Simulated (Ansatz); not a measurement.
The same path of Cl$_{5}$HW (7 atoms, charge 0, multiplicity 1) was run 3 times with different band settings. Lost on the way: W1–H2, W1–Cl3. Made: H2–Cl3.

Computed with Ansatz, RKS B3LYP-D4/def2-SVP.

Relaxed end points:

```xyz
7
Properties=species:S:1:pos:R:3
W 0.192 0.000 -0.004
H -0.314 0.000 1.610
Cl 2.424 0.000 0.536
Cl 0.236 2.266 0.350
Cl -2.168 0.000 0.029
Cl 0.236 -2.266 0.350
Cl -0.054 0.000 -2.320
```

```xyz
7
Properties=species:S:1:pos:R:3
W -0.760 0.004 -0.494
H 1.715 -0.023 1.938
Cl 2.728 0.004 1.138
Cl -0.376 2.140 0.170
Cl -2.991 0.006 -0.086
Cl -0.379 -2.129 0.182
Cl 0.615 -0.002 -2.297
```

Common settings: movable images 9; climbing image yes; optimiser quadratic models (default); start path through a guess of the saddle point; end points relaxed.

| run | spring | force threshold | iteration limit |
| --- | --- | --- | --- |
| 1 | 5.0 eV/Å² | 0.05 eV/Å | 29 |
| 2 | 5.0 eV/Å² | 0.2 eV/Å | 25 |
| 3 | 50.0 eV/Å² | 0.05 eV/Å | 24 |

What does each run give, and how far can it be trusted?

Run 1: converged after 22 iterations, highest image 0.666 eV above the first end. Beside the main top the profile has a ripple of under 15 meV (maxima at images 2, 7), which may be a very shallow well or noise. A structure lower than the first end lies on the path between it and the top, so the climb from that side starts below the end, which may itself be a saddle point or a shallow side well. A vibrational analysis at the climbing image gives one clearly imaginary mode, 102i cm⁻¹: a first-order saddle point.
Run 2: converged after 10 iterations, highest image 0.667 eV above the first end. The threshold of 0.2 eV/Å is loose, so the images may lie well off the minimum-energy path. The profile has 2 maxima (images 1, 6) with wells between them (image 3): this band takes more than one step, which may be the mechanism or a detour left from its start path. Another band between the same ends (9 images) ends at a top of the same energy, where a vibrational analysis finds 1 clearly imaginary mode.
Run 3: converged after 18 iterations, highest image 0.666 eV above the first end. A structure lower than the first end lies on the path between it and the top, so the climb from that side starts below the end, which may itself be a saddle point or a shallow side well. Another band between the same ends (9 images) ends at a top of the same energy, where a vibrational analysis finds 1 clearly imaginary mode.
The orbitals stay closed-shell, which can raise the energy where a bond breaks towards radicals; this wasn't checked here.
